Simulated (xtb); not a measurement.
Job for xtb: GFN2-xTB on BrFHIn (SMILES [F][InH][Br]), a point of a bond scan (R = 2.933 Å).

```
$ xtb mol.xyz --gfn 2 --sp --chrg 0 --uhf 0
4

In    -0.57248562     0.30095081    -0.56327296
H     -1.87410848    -0.22606744    -1.51617296
F      0.26219567     3.11256221    -0.62159945
Br     0.85914820    -0.97424994     0.98674182
```

Task: Give the final energy of this run.

Result: -10.5696 hartree.
